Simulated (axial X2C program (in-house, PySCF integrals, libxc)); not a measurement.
## DyS⁺: a free-ion multiplet in an axial field

Calculated with an in-house all-electron X2C program for linear molecules (integrals from PySCF): two-component X2C with atomic mean-field Coulomb and Gaunt terms, basis Dy dyall-v3z, S dyall-v3z (cores contracted in-house). Orbitals come from Hartree–Fock averaged over the configuration Dy f9 s0; CI then distributes these electrons over the f, s shells of Dy.

R = 2.238 Å.

(1) Which level do Hund's rules give for f9, how many Ω levels does it split into, and what is its Landé factor?

The computed levels compare thus:

```csv
Ω,energy (cm⁻¹),g∥ computed,2gJΩ
15/2,0,19.91,20.00
13/2,349,17.08,17.33
11/2,601,14.39,14.67
9/2,790,11.74,12.00
7/2,938,9.10,9.33
5/2,1053,6.47,6.67
3/2,1134,3.87,4.00
1/2,1176,1.29,1.33
```

The 8 lowest levels are just these Ω; they span 1176 cm⁻¹, the lowest has Ω = 15/2, and the next level lies at 3422 cm⁻¹. Departures of g∥ from 2gJΩ come from intermediate coupling and from mixing with the higher-lying level J − 1 of the term. The computed g∥ is the magnitude of 2⟨Lz + ge Sz⟩.

Dynamic correlation is missing, so gaps between terms are too wide and other configurations may lie lower; the lowest level listed is that of this model, not necessarily the ground state. At most 4 roots were kept for each Ω > 0 (twice that for Ω = 0) within 2.2 eV of the lowest, so higher up levels can be missing between those listed; levels with Ω > 0 are doubly degenerate and listed once, Ω = 0 levels singly. States that fill the shells left empty in the average are placed too high.

Results:

(1) S = 5/2, L = 5, J = 15/2 (6H15/2). It gives Ω = 1/2 to 15/2, 8 levels. gJ = 3/2 + [S(S+1) − L(L+1)]/[2J(J+1)] = 1.333, so g∥ = 2gJΩ.
